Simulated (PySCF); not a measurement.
hexadiynedinitrile, C6N2, SMILES N#CC#CC#CC#N, point group D∞h.

Level: PBE0/pcSseg-1 in PySCF (density fitting, grid level 2); geometry and Hessian at that level, cubic constants and property derivatives from steps of ±0.6 along each species' dimensionless normal coordinates, second-order vibrational perturbation theory. The parent has the commonest isotopes.

Equilibrium geometry (Å):

```json
{"atom": "N1", "x": "-4.3830", "y": "-0.4111", "z": "0.0056"}
{"atom": "C2", "x": "-3.2293", "y": "-0.3017", "z": "0.0434"}
{"atom": "C3", "x": "-1.8751", "y": "-0.1734", "z": "0.0879"}
{"atom": "C4", "x": "-0.6665", "y": "-0.0589", "z": "0.1276"}
{"atom": "C5", "x": "0.6756", "y": "0.0683", "z": "0.1717"}
{"atom": "C6", "x": "1.8842", "y": "0.1828", "z": "0.2115"}
{"atom": "C7", "x": "3.2383", "y": "0.3111", "z": "0.2559"}
{"atom": "N8", "x": "4.3921", "y": "0.4205", "z": "0.2938"}
```

**Question.** Give the equilibrium and ground-state rotational constants (MHz) of parent; ¹⁵N at 1.

**Answer.** 
| species | Be | B0 | harmonic ZPE (cm⁻¹) |
| --- | --- | --- | --- |
| parent | 564.9 | 565.54 | 8180 |
| ¹⁵N at 1 | 553.04 | 553.66 | 8156 |

**Question.** And its quartic centrifugal distortion constants from the harmonic force field?

**Answer.** Linear top: D = 0.00344 kHz.

A mode lies under 250 cm⁻¹, where this perturbation treatment is rough.
